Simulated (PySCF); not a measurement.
**J couplings in C4H6B2**

Molfile (atoms numbered from 1):
```
C4H6B2
     RDKit          3D

 12 12  0  0  0  0  0  0  0  0999 V2000
    0.0313   -1.4480    0.0445 B   0  0  0  0  0  0  0  0  0  0  0  0
    1.3711   -0.6491   -0.1007 C   0  0  0  0  0  0  0  0  0  0  0  0
    1.3410    0.7030   -0.0377 C   0  0  0  0  0  0  0  0  0  0  0  0
   -0.0331    1.4474    0.0972 B   0  0  0  0  0  0  0  0  0  0  0  0
   -1.3687    0.6438   -0.0780 C   0  0  0  0  0  0  0  0  0  0  0  0
   -1.3373   -0.7083   -0.1400 C   0  0  0  0  0  0  0  0  0  0  0  0
    0.0521   -2.6139    0.3746 H   0  0  0  0  0  0  0  0  0  0  0  0
    2.3355   -1.1706   -0.1622 H   0  0  0  0  0  0  0  0  0  0  0  0
    2.2831    1.2673   -0.0484 H   0  0  0  0  0  0  0  0  0  0  0  0
   -0.0628    2.6329    0.3449 H   0  0  0  0  0  0  0  0  0  0  0  0
   -2.3340    1.1660   -0.1171 H   0  0  0  0  0  0  0  0  0  0  0  0
   -2.2757   -1.2718   -0.2291 H   0  0  0  0  0  0  0  0  0  0  0  0
  1  2  1  0
  2  3  2  0
  3  4  1  0
  4  5  1  0
  5  6  2  0
  6  1  1  0
  1  7  1  0
  2  8  1  0
  3  9  1  0
  4 10  1  0
  5 11  1  0
  6 12  1  0
M  END
```

Indirect spin–spin couplings were computed at B3LYP/pcJ-1 (spin–dipole term only in couplings to heteroatoms) (PySCF 2.14) on a PBE0-D3(BJ)/def2-SVP structure, for the isolated molecule, without vibrational or relativistic corrections. Couplings are averaged over pairs made equivalent by symmetry, fast rotation or ring inversion, so a value needn't be that of the named pair in this geometry, while other rotamers aren't included; one pair stands for each set, and the list holds those of at least 1.5 Hz over up to four bonds.

Isotopes: 13C, 1H, 11B.

| pair | bonds | J (Hz) |
| --- | --- | --- |
| B1, C2 | 1 | ? |
| B1, H7 | 1 | 132.7 |
| C2, C3 | 1 | 50.3 |
| C2, H8 | 1 | ? |
| B1, C3 | 2 | 3.0 |
| B1, H8 | 2 | 5.5 |
| C2, H7 | 2 | 5.8 |
| C2, H9 | 2 | ? |
| B1, B4 | 3 | 8.9 |
| B1, H9 | 3 | ? |
| C2, C5 | 3 | 2.5 |
| C2, H10 | 3 | 5.9 |
| C2, H12 | 3 | ? |
| H7, H8 | 3 | 3.9 |
| H8, H9 | 3 | 15.5 |
| H7, H9 | 4 | 1.6 |

Task: Estimate the withheld couplings, with signs.

Result: 
- 1J(B1,C2) = 65.1 Hz (bond length 1.567 Å)
- 1J(C2,H8) = 152.7 Hz (bond length 1.098 Å, sp2 carbon)
- 2J(C2,H9) = -5.1 Hz
- 3J(B1,H9) = 9.0 Hz
- 3J(C2,H12) = 4.6 Hz
